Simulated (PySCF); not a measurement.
**Excitation energy of Se⁺ by level of theory**

Se⁺ [Ar] 3d10 4s2 4p3 (4S) → Se⁺ [Ar] 3d10 4s2 4p2 4d1 (high-spin determinant), as a difference of total energies. Computed with PySCF 2.14 in dyall-av2z (16s12p8d, 92 functions), with the non-relativistic Hamiltonian (point nucleus). Correlated levels: valence: [Ar] 3d10 frozen; virtual orbitals above 40 to 60 times the deepest correlated orbital energy dropped. The calculations carry no spin-orbit coupling.

```tsv
method	excitation energy (eV)
UHF	13.904
LDA	13.090
PBE	12.943
PBE0	13.264
r2SCAN	13.512
r2SCAN0	13.651
PW91	12.970
TPSS	13.137
HSE06	13.230
MP2 (valence)	13.886
SCS-MP2 (valence)	13.801
```

A first-order spin-orbit estimate (lowest level to lowest level, LS coupling) adds -0.174 eV.

The promoted electron is Rydberg-like, and one or two diffuse shells describe it only roughly, which tends to raise the upper state.

The determinant of the upper state mixes LS terms, which raises its energy above the lowest term, most at the Hartree-Fock and MP2 levels.
